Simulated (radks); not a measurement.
Q: The strontium ion Sr2+, [Kr]. All-electron calculation, non-relativistic Kohn-Sham, r2SCAN, spin-polarised, spherical densities, point nucleus; meta-GGA in the generalised Kohn-Sham scheme. Program: a radial shooting solver on a logarithmic mesh with Libxc functionals. Every spin shell is full or empty, so the densities are truly spherical. Functionals are evaluated on that one density, not self-consistently. Rank these orbital-free kinetic functionals by their error against the exact value of the orbitals, and give that value: Thomas-Fermi, von Weizsacker, TF + vW, TF + vW/9, TF + vW/5, LC94, APBEK, Perdew 92, Thakkar, Pearson, LKT, PG1, DePristo-Kress.

A: Exact: 3131.15 hartree. From best to worst, with 100 (|E| - |E exact|)/|E exact| (equal figures are ties): DePristo-Kress -0.04, LC94 +0.08, APBEK +0.15, Thakkar -0.46, Perdew 92 -0.67, TF + vW/9 -0.68, Pearson -1.01, TF + vW/5 +3.37, Thomas-Fermi -5.75, PG1 +16.88, LKT +21.38, TF + vW +39.81, von Weizsacker -54.44.
